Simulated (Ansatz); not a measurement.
(F)2Al-NH-SiH3 (AlSiNF2H4). Charge 0, multiplicity 1. Geometry PBE-D4/def2-SVP, basis def2-TZVP, Ansatz.

```json
{"run": "A", "HOMO (eV)": "-10.52", "LUMO (eV)": "0.88"}
{"run": "B", "HOMO (eV)": "-7.06", "LUMO (eV)": "-1.50"}
{"run": "C", "HOMO (eV)": "-6.64", "LUMO (eV)": "-1.91"}
{"run": "D", "HOMO (eV)": "-6.76", "LUMO (eV)": "-1.96"}
{"run": "E", "HOMO (eV)": "-8.11", "LUMO (eV)": "-1.09"}
{"run": "F", "HOMO (eV)": "-7.15", "LUMO (eV)": "-1.84"}
```

Task: The runs used B97M-V, BLYP, PBE, PBE0, r2SCAN, ωB97X-V. Estimate which is which.

Result: A ωB97X-V (range-separated); B r2SCAN (0 % exact exchange); C BLYP (0 % exact exchange); D PBE (0 % exact exchange); E PBE0 (25 % exact exchange); F B97M-V (0 % exact exchange). Exact exchange lowers occupied and raises empty levels; among semilocal functionals meta-GGAs tend to open the gap a little, and such runs are hard to tell apart. The gap grows from 4.72 eV (BLYP) to 11.41 eV (ωB97X-V).
